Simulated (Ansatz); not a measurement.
Cartesian coordinates (Å):
```xyz
10

C     -0.7811    -0.6053    -0.4933
C     -0.9511     0.7602     0.1510
C      0.3840     0.0974     0.1420
S      1.2226    -0.5080     1.6378
S      2.8567    -0.7741     0.3041
S      1.8132     0.7149    -0.7977
H     -1.1844    -1.4740     0.0278
H     -0.7940    -0.6657    -1.5819
H     -1.0889     1.6289    -0.4949
H     -1.4769     0.8256     1.1050
```
Charge 0, spin multiplicity 1.

The numbers are results of frozen-core CCSD(T)/cc-pVTZ // PBE-D3(BJ)/def2-TZVP in Ansatz (a quantum-chemistry and plane-wave program), not measurements.

```
Property                        Result
----------------------  --------------
HF energy               -1308.54008 Ha
MP2 correlation energy     -1.00832 Ha
```

Task: Estimate the CCSD correlation energy, the (T) correction, the total energy and the T1 diagnostic.

Result: 
The CCSD correlation energy comes out as -1.05847 Ha, the (T) correction is -0.05638 Ha and the CCSD(T) total energy comes out as -1309.65493 Ha. The T1 diagnostic comes out as 0.012.
